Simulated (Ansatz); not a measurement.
AlH4NSSi (`[NH2][Al]1[SiH2][S]1`). Total charge 0; spin multiplicity 1. Geometry: relaxed with PBE0-D4/def2-TZVP. It is one conformer, not always the lowest.

```xyz
8

N     1.742    1.227   -0.493
Al    0.408    0.203    0.002
Si   -1.625   -0.891    0.105
S    -0.043   -1.174    1.620
H     1.741    1.808   -1.315
H     2.615    1.311    0.002
H    -2.875   -0.332    0.685
H    -1.963   -2.152   -0.607
```

Question: What is the dipole moment at ωB97M-V/def2-TZVPP? (An estimate is asked.)

Answer: Ansatz gave: 3.28 D, with components (1.45, 2.15, -2.01) D in this frame, pointing from negative to positive charge.

Question: And with PBE, r2SCAN, B3LYP? (An estimate is asked.)

Answer: Computed: PBE 3.09 D, r2SCAN 3.20 D, B3LYP 3.20 D.

Question: Give the Mulliken charges with ωB97M-V, r2SCAN, B3LYP in def2-TZVPP. (An estimate is asked.)

Answer: Computed: 
```tsv
atom	ωB97M-V	r2SCAN	B3LYP
N1	-0.36	-0.47	-0.39
Al2	0.32	0.43	0.35
Si3	0.13	0.18	0.20
S4	-0.29	-0.33	-0.33
H5	0.12	0.17	0.14
H6	0.12	0.16	0.14
H7	-0.02	-0.07	-0.06
H8	-0.02	-0.07	-0.06
```

B3LYP here is the variant with VWN-RPA as its local correlation; programs differ in this.
